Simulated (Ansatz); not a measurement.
Geometry optimisation, Ansatz, RKS PBE-D4/def2-SVP.

Input file:

```yaml
crystal:
  periodic: [false, false, false]
  atoms:
    - { symbol: Cl, position_ang: [-0.8307, 3.1628, 0.3191] }
    - { symbol: C, position_ang: [-0.6867, 1.4658, -0.0052] }
    - { symbol: Te, position_ang: [1.1511, 0.8064, 0.7965] }
    - { symbol: Ge, position_ang: [0.7784, -1.5652, -0.0097] }
    - { symbol: H, position_ang: [-1.513, 0.9046, 0.4561] }
    - { symbol: H, position_ang: [-0.696, 1.3018, -1.0999] }
    - { symbol: H, position_ang: [0.5662, -1.5632, -1.5433] }
    - { symbol: H, position_ang: [1.9196, -2.4886, 0.3791] }
    - { symbol: H, position_ang: [-0.6004, -2.0708, 0.6902] }
basis:
  gaussian: { orbitals: def2-SVP }
hamiltonian:
  xc: pbe
  dispersion: d4
relax:
  f_tol: 0.015
  max_steps: 40
output:
  orbitals: {}
```

Launched with:

```bash
$ ansatz run input.yaml --threads 2 --pin off --max-ram 3072MiB --backend cpu --events-out ev --progress --plain --runs-dir out
```

Problem. Where does it end, and by what steps?

Solution. The run converged. After 5 steps the energy has fallen by 0.176 eV; H9 moved furthest, 0.15 Å.

```json
{"step": "0", "energy less start (eV)": "0.0000", "largest force component (eV/Å)": "1.422", "accepted": "yes"}
{"step": "1", "energy less start (eV)": "-0.1303", "largest force component (eV/Å)": "0.404", "accepted": "yes"}
{"step": "2", "energy less start (eV)": "-0.1703", "largest force component (eV/Å)": "0.164", "accepted": "yes"}
{"step": "3", "energy less start (eV)": "-0.1745", "largest force component (eV/Å)": "0.058", "accepted": "yes"}
{"step": "4", "energy less start (eV)": "-0.1755", "largest force component (eV/Å)": "0.039", "accepted": "yes"}
{"step": "5", "energy less start (eV)": "-0.1756", "largest force component (eV/Å)": "0.010", "accepted": "yes"}
```

```xyz
9
Properties=species:S:1:pos:R:3
Cl -0.869 3.273 0.327
C -0.710 1.529 -0.010
Te 1.198 0.772 0.800
Ge 0.740 -1.635 -0.011
H -1.546 0.994 0.475
H -0.725 1.375 -1.104
H 0.583 -1.675 -1.556
H 1.967 -2.478 0.418
H -0.549 -2.201 0.643
```

Whether the end is a true minimum wasn't checked by a vibrational analysis.

The run took 17 s on 2 threads of Arm Neoverse V2, on a shared host, peak memory 0.17 GiB.
